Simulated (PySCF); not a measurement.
C₃H₈BOP.
Atom-mapped SMILES: `[OH:1][B:2]([PH2:3])[CH:4]1[CH2:5][CH2:6]1` (hydrogens: H7 on O1; H8, H9 on P3; H10 on C4; H11, H12 on C5; H13, H14 on C6)

Computed with PBE0-D3(BJ)/def2-SVP geometry optimisation, gas phase in PySCF.

(1) What internal coordinates does the optimisation give?

## Answers

(1) 
```csv
bond,length (pm)
O1–B2,135.8
B2–P3,195.0
B2–C4,155.3
"C4–C5, C4–C6",151.8
C5–C6,148.3
O1–H7,96.2
"P3–H8, P3–H9",142.6
C4–H10,109.6
"C5–H11, C6–H14",109.4
"C5–H12, C6–H13",109.3
```

Bonds in one row agree within 1 pm and their mean is given. A selection of angles:
```csv
angle,degrees
B2–O1–H7,114.5
O1–B2–P3,120.6
O1–B2–C4,117.3
P3–B2–C4,121.9
B2–P3–H8,98.1
H8–P3–H9,94.9
B2–C4–C5,121.0
B2–C4–H10,114.7
C5–C4–C6,58.4
C5–C4–H10,115.5
C4–C5–C6,60.9
C4–C5–H11,117.8
C4–C5–H12,117.2
C6–C5–H11,118.7
C6–C5–H12,118.6
H11–C5–H12,113.8
C5–C6–H13,118.4
```

Dihedral angles: O1–B2–C4–C5 -152° (antiperiplanar); B2–C4–C5–C6 -110° (anticlinal); B2–C4–C6–C5 110° (anticlinal); H7–O1–B2–P3 6° (synperiplanar). The mirror-image conformer, all signs reversed, is as good.

The 3 C–C bonds span 1.483 Å (C5–C6, drawn single) to 1.520 Å (C4–C6, drawn single), a spread of 0.037 Å. B2 (three-coordinate boron) is planar (angles 121.9°, 120.6° and 117.3°, sum 359.8°, 0.05 Å off the plane of its three neighbours). The 3-membered ring C4–C5–C6 has internal angles of 58.4° to 60.9°. P3 (three-coordinate phosphorus) is pyramidal (angles 98.1°, 97.2° and 94.9°, sum 290.2°, 0.79 Å off the plane of its three neighbours). Of the pairs four or more bonds apart, H8···H14 is among the closest relative to their van der Waals radii: 2.31 Å, 96 % of the sum of Bondi's values.

Point group: C1 (no symmetry element, even within 0.4 Å). No frequency check. The numbers are those of one conformer (H–O1–B2–P3 6°, O1–B2–P3–H -141° and -45°, O1–B2–C4–C5 -152°).
